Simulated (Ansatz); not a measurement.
Ansatz (a quantum-chemistry and plane-wave program) input:

Ansatz 0.2 input:
```yaml
crystal:
  periodic: [false, false, false]
  atoms:
    - {symbol: O, position_ang: [1.13736079, -0.02253897, -0.15269099]}
    - {symbol: Si, position_ang: [-0.41275669, 0.00817956, 0.05541270]}
    - {symbol: H, position_ang: [-1.11644648, 1.35398731, -0.12016426]}
    - {symbol: H, position_ang: [-0.94388921, -0.41235085, 1.42590805]}
    - {symbol: H, position_ang: [-1.25995700, -0.87583855, -0.85999361]}
basis:
  gaussian:
    orbitals: def2-TZVP
hamiltonian:
  xc: b3lyp
  dispersion: d3bj
total_charge: -1
phonons: {temperatures: {t_min: 298.15, t_max: 298.15, t_step: 100}}
```

Problem. Predict the final energy.

Solution. -366.64677 Eh (B3LYP-D3(BJ)/def2-TZVP). The basis has 86 functions.
